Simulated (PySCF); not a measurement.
Molecule: CHCl2, SMILES Cl[CH]Cl, doublet. Atoms near the plane z = 0.0 Å, at the PBE0/def2-SVP optimised geometry (x, y, z in Å): Cl1 (1.3, -0.3, 0.0), C2 (-0.4, -0.3, 0.0), Cl3 (-1.3, 1.2, 0.0), H4 (-0.9, -1.2, -0.4).

Calculation: unrestricted PBE0/def2-TZVP (PySCF 2.14.0). Cells within 0.4 Å of a nucleus heavier than hydrogen are left out (blank, or x). The values are rescaled to run from 0 to 1.

```
|011111111000000000000000000|
|111111111100000000000000000|
|111112222110000000000000000|
|111123344321000000000000000|
|111235799752000000000000000|
|111248999996200000000000000|
|011369999999620000000000000|
|001399999999941000000000000|
|0013999xxx99973111000000000|
|0012999xxx99995433321100000|
|00027999x999999899985321111|
|000149999999999999999842111|
|000127999999999999999984211|
|00012489999xx9999xx99995321|
|0011235999xxx9999xxx9996321|
|11112348999xx9999xx99996321|
|111123489999999999999994211|
|111223589999999999999953211|
|111223489999999999998432111|
|111223469999765444432111111|
|111223356876533221110000000|
|111222334544322110000000000|
|111122233333221110000000000|
|111122222222221110000000000|
|111111222222111110000000000|
|111111112211111110000000000|
|111111111111111111000000000|
```
Scale: ten equal steps from 0.000 (start of '0') to 1.00 (end of '9'), in the order '0123456789'; x runs from -3.50 to 3.50, y from -3.50 (bottom) to 3.50 (top).

**Question.** Which quantity is mapped?
A) Laplacian of the electron density
B) spin density
C) log10 of the electron density
D) electrostatic potential

**Answer.** D, electrostatic potential. In full: electrostatic potential (hartree/e), clipped to [-0.08, 0.12].
